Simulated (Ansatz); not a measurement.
Computed with Ansatz on PBE0-D4/def2-TZVP structures; ΔE is electronic, products minus reactants. CBS: MP2 limit from def2 TZ/QZ plus the TZ coupled-cluster correction, frozen cores. DFT in def2-TZVPP. B3LYP here is the variant with VWN-RPA as its local correlation; programs differ in this. For Ge outer-core shells are correlated without core-valence functions, which leaves a few kJ/mol of doubt a bond. Scalar relativity is left out up to krypton.

`F[SiH]1BC1` + `[CH3][GeH]([SiH3])[Cl]` → `F[SiH]1CB1[SiH3]` + `[CH3][GeH2][Cl]`  (redistribution)

`F[SiH]1BC1`:

```xyz
8

F    -1.612   -1.516    0.172
Si   -0.095   -1.022    0.299
B     0.789    0.132   -0.904
C    -0.163    0.944   -0.101
H     0.382   -1.604    1.577
H     1.886    0.374   -1.285
H     0.057    1.939    0.284
H    -1.243    0.752   -0.042
```

`[CH3][GeH]([SiH3])[Cl]`:

Z-matrix (Å, degrees):
```
C
Ge 1 1.947
H 1 1.090 2 109.9
H 1 1.090 2 109.6 3 -119.9
H 1 1.092 2 110.0 3 120.1
Si 2 2.383 1 114.7 3 -54.8
Cl 2 2.177 1 106.5 3 61.6
H 2 1.541 1 111.0 3 175.6
H 6 1.488 2 109.7 1 -64.1
H 6 1.486 2 109.0 1 55.3
H 6 1.484 2 109.8 1 175.7
```

`F[SiH]1CB1[SiH3]`:

```xyz
11

F    -1.585    0.780   -2.158
Si   -0.224    1.075   -1.378
C     1.156   -0.288   -0.774
B     0.232    0.258    0.247
Si   -0.665   -0.543    1.827
H     0.564    1.955   -2.266
H     1.753    0.296   -1.490
H     1.495   -1.323   -0.791
H    -0.114   -1.880    2.184
H    -0.482    0.357    3.001
H    -2.130   -0.688    1.598
```

`[CH3][GeH2][Cl]`:

Cartesian coordinates in Å:
```
C 0.213 -0.602 0.853
Ge -0.199 0.341 -0.792
Cl -0.081 2.461 -0.373
H -0.505 -0.329 1.626
H 1.216 -0.338 1.189
H 0.166 -1.680 0.686
H -1.631 0.080 -1.283
H 0.821 0.067 -1.907
```

```json
{"level": "B3LYP", "ΔE (eV)": "0.00"}
{"level": "MP2/CBS(def2)", "ΔE (eV)": "-0.02"}
```

Task: What does CCSD(T)/CBS give? (Best estimate.)

Result: Computed: -0.01 eV. The listed levels differ from it by 0.01, -0.01 eV.

Largest T1 diagnostic among the species: 0.014.

In def2-TZVPP, CCSD(T) changes the Hartree–Fock value by −0.06 eV (the triples alone add −0.02 eV) and MP2 by −0.07 eV.
